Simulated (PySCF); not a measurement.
Si(F)(Br)(OH)2 (BrFH2O2Si), SMILES F[Si](O)(O)Br. Geometry optimised at PBE-D3(BJ)/def2-SVP. This is a generated structure with no PubChem entry under its InChIKey; it may be hypothetical. The values are those of a single conformer.

Computed equilibrium geometry at PBE-D3(BJ)/def2-SVP (PySCF confirms it by a frequency run) as bond lengths and angles (one conformer of several):
Atoms: O1 Si2 O3 F4 Br5 H6 H7. Bond lengths (Å): O1–Si2 1.648, O1–H6 0.974, Si2–O3 1.656, Si2–F4 1.629, Si2–Br5 2.210, O3–H7 0.973. Bond angles (°): Si2–O1–H6 114.3, O1–Si2–O3 108.4, O1–Si2–F4 111.5, O1–Si2–Br5 108.2, O3–Si2–F4 108.9, O3–Si2–Br5 113.6, F4–Si2–Br5 106.2, Si2–O3–H7 116.5.
Charge 0, spin multiplicity 1.
